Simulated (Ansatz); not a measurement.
Ansatz (a quantum-chemistry and plane-wave program) input (B3LYP-D3(BJ)/def2-TZVP):

Ansatz 0.2 input:
```yaml
crystal:
  periodic: [false, false, false]
  atoms:
    - {symbol: In, position_ang: [0.00000000, 0.00000000, 0.00000000]}
    - {symbol: Cl, position_ang: [0.00000000, 0.00000000, 2.22420773]}
    - {symbol: Cl, position_ang: [-0.00000000, -0.00000000, -2.22420773]}
basis:
  gaussian:
    orbitals: def2-TZVP
hamiltonian:
  xc: b3lyp
  dispersion: d3bj
total_charge: 1
phonons: {temperatures: {t_min: 298.15, t_max: 298.15, t_step: 100}}
```

Output:

```
Functional definition: B3LYP
integrals: 0.05 GiB planned
991 factors; their error is unknown
mean field: 0.46 GiB planned
mean field evaluation 1: about -30211.1046 eV, gradient 4.7e1 eV
mean field evaluation 2: about -30198.6612 eV, gradient 8.4e1 eV
mean field evaluation 4: about -30216.5899 eV, gradient 3.2e0 eV
mean field evaluation 8: about -30216.7095 eV, gradient 1.8e-2 eV
mean field evaluation 16: about -30216.7095 eV, gradient 3.2e-6 eV
mean field -30216.70952516 eV, -1110.4435934284 hartree, gradient 3.2e-6 eV, S^2 0.000000; 0 other end points of the search recorded, 0 dependent functions left out
the calculation of the forces begins
reference -30216.70975498 eV, -1110.4436018741 hartree; 27, 27 occupied and 97, 97 virtual orbitals, 991 factors
these checks for a lower state are left out or cut short: stability, starts, cluster_reference, orbital_swaps, neighbouring_geometries, increment
integrals: 0.05 GiB planned
991 factors; their error is unknown
mean field: 0.46 GiB planned
mean field -30216.70952122 eV, -1110.4435932836 hartree, gradient 4.2e-7 eV, S^2 0.000000; 0 other end points of the search recorded, 0 dependent functions left out
the calculation of the forces begins
reference -30216.70975104 eV, -1110.4436017293 hartree; 27, 27 occupied and 97, 97 virtual orbitals, 991 factors
these checks for a lower state are left out or cut short: stability, starts, cluster_reference, orbital_swaps, neighbouring_geometries, increment
integrals: 0.05 GiB planned
991 factors; their error is unknown
mean field: 0.46 GiB planned
mean field evaluation 32: about -30216.7095 eV, gradient 4.2e-7 eV
mean field -30216.70952122 eV, -1110.4435932836 hartree, gradient 4.2e-7 eV, S^2 0.000000; 0 other end points of the search recorded, 0 dependent functions left out
the calculation of the forces begins
reference -30216.70975104 eV, -1110.4436017293 hartree; 27, 27 occupied and 97, 97 virtual orbitals, 991 factors
these checks for a lower state are left out or cut short: stability, starts, cluster_reference, orbital_swaps, neighbouring_geometries, increment
integrals: 0.05 GiB planned
991 factors; their error is unknown
mean field: 0.46 GiB planned
mean field -30216.70952122 eV, -1110.4435932836 hartree, gradient 4.2e-7 eV, S^2 0.000000; 0 other end points of the search recorded, 0 dependent functions left out
the calculation of the forces begins
reference -30216.70975104 eV, -1110.4436017293 hartree; 27, 27 occupied and 97, 97 virtual orbitals, 991 factors
these checks for a lower state are left out or cut short: stability, starts, cluster_reference, orbital_swaps, neighbouring_geometries, increment
integrals: 0.05 GiB planned
991 factors; their error is unknown
mean field: 0.46 GiB planned
mean field -30216.70952122 eV, -1110.4435932836 hartree, gradient 4.2e-7 eV, S^2 0.000000; 0 other end points of the search recorded, 0 dependent functions left out
the calculation of the forces begins
reference -30216.70975104 eV, -1110.4436017293 hartree; 27, 27 occupied and 97, 97 virtual orbitals, 991 factors
these checks for a lower state are left out or cut short: stability, starts, cluster_reference, orbital_swaps, neighbouring_geometries, increment
integrals: 0.05 GiB planned
991 factors; their error is unknown
mean field: 0.46 GiB planned
mean field -30216.70940725 eV, -1110.4435890952 hartree, gradient 4.2e-7 eV, S^2 0.000000; 0 other end points of the search recorded, 0 dependent functions left out
the calculation of the forces begins
reference -30216.70963707 eV, -1110.4435975409 hartree; 27, 27 occupied and 97, 97 virtual orbitals, 991 factors
these checks for a lower state are left out or cut short: stability, starts, cluster_reference, orbital_swaps, neighbouring_geometries, increment
integrals: 0.05 GiB planned
991 factors; their error is unknown
mean field: 0.46 GiB planned
mean field evaluation 64: about -30216.7094 eV, gradient 4.2e-7 eV
mean field -30216.70940725 eV, -1110.4435890952 hartree, gradient 4.2e-7 eV, S^2 0.000000; 0 other end points of the search recorded, 0 dependent functions left out
the calculation of the forces begins
reference -30216.70963707 eV, -1110.4435975410 hartree; 27, 27 occupied and 97, 97 virtual orbitals, 991 factors
these checks for a lower state are left out or cut short: stability, starts, cluster_reference, orbital_swaps, neighbouring_geometries, increment
integrals: 0.05 GiB planned
991 factors; their error is unknown
mean field: 0.46 GiB planned
mean field -30216.70952419 eV, -1110.4435933926 hartree, gradient 4.3e-7 eV, S^2 0.000000; 0 other end points of the search recorded, 0 dependent functions left out
the calculation of the forces begins
reference -30216.70975401 eV, -1110.4436018384 hartree; 27, 27 occupied and 97, 97 virtual orbitals, 991 factors
these checks for a lower state are left out or cut short: stability, starts, cluster_reference, orbital_swaps, neighbouring_geometries, increment
integrals: 0.05 GiB planned
991 factors; their error is unknown
mean field: 0.46 GiB planned
mean field -30216.70952419 eV, -1110.4435933926 hartree, gradient 4.3e-7 eV, S^2 0.000000; 0 other end points of the search recorded, 0 dependent functions left out
the calculation of the forces begins
reference -30216.70975401 eV, -1110.4436018384 hartree; 27, 27 occupied and 97, 97 virtual orbitals, 991 factors
these checks for a lower state are left out or cut short: stability, starts, cluster_reference, orbital_swaps, neighbouring_geometries, increment
integrals: 0.05 GiB planned
991 factors; their error is unknown
mean field: 0.46 GiB planned
mean field -30216.70952419 eV, -1110.4435933926 hartree, gradient 4.3e-7 eV, S^2 0.000000; 0 other end points of the search recorded, 0 dependent functions left out
the calculation of the forces begins
reference -30216.70975401 eV, -1110.4436018384 hartree; 27, 27 occupied and 97, 97 virtual orbitals, 991 factors
these checks for a lower state are left out or cut short: stability, starts, cluster_reference, orbital_swaps, neighbouring_geometries, increment
integrals: 0.05 GiB planned
991 factors; their error is unknown
mean field: 0.46 GiB planned
mean field evaluation 96: about -30216.7095 eV, gradient 4.2e-7 eV
mean field -30216.70952419 eV, -1110.4435933926 hartree, gradient 4.2e-7 eV, S^2 0.000000; 0 other end points of the search recorded, 0 dependent functions left out
the calculation of the forces begins
reference -30216.70975401 eV, -1110.4436018384 hartree; 27, 27 occupied and 97, 97 virtual orbitals, 991 factors
these checks for a lower state are left out or cut short: stability, starts, cluster_reference, orbital_swaps, neighbouring_geometries, increment
integrals: 0.05 GiB planned
991 factors; their error is unknown
mean field: 0.46 GiB planned
mean field -30216.70951093 eV, -1110.4435929052 hartree, gradient 4.5e-7 eV, S^2 0.000000; 0 other end points of the search recorded, 0 dependent functions left out
the calculation of the forces begins
reference -30216.70974079 eV, -1110.4436013527 hartree; 27, 27 occupied and 97, 97 virtual orbitals, 991 factors
these checks for a lower state are left out or cut short: stability, starts, cluster_reference, orbital_swaps, neighbouring_geometries, increment
integrals: 0.05 GiB planned
991 factors; their error is unknown
mean field: 0.46 GiB planned
mean field -30216.70942509 eV, -1110.4435897509 hartree, gradient 4.2e-7 eV, S^2 0.000000; 0 other end points of the search recorded, 0 dependent functions left out
the calculation of the forces begins
reference -30216.70965487 eV, -1110.4435981949 hartree; 27, 27 occupied and 97, 97 virtual orbitals, 991 factors
Total energy: -30216.86208366 eV, -1110.4491998497 hartree
Atom 0 at     0.000000     0.000000     0.000000 Å, force    -0.000000    -0.000000     0.000000 eV/Å
Atom 1 at     0.000000     0.000000     2.224208 Å, force     0.000000     0.000000    -0.000001 eV/Å
Atom 2 at    -0.000000    -0.000000    -2.224208 Å, force    -0.000000     0.000000     0.000001 eV/Å
Dipole moment:     0.000000    -0.000000    -0.000000 e Å
Vibrations: 88.52 88.52 368.29 483.90 cm⁻¹, zero-point energy 0.063804 eV
```

It need not be the lowest isomer of its formula.
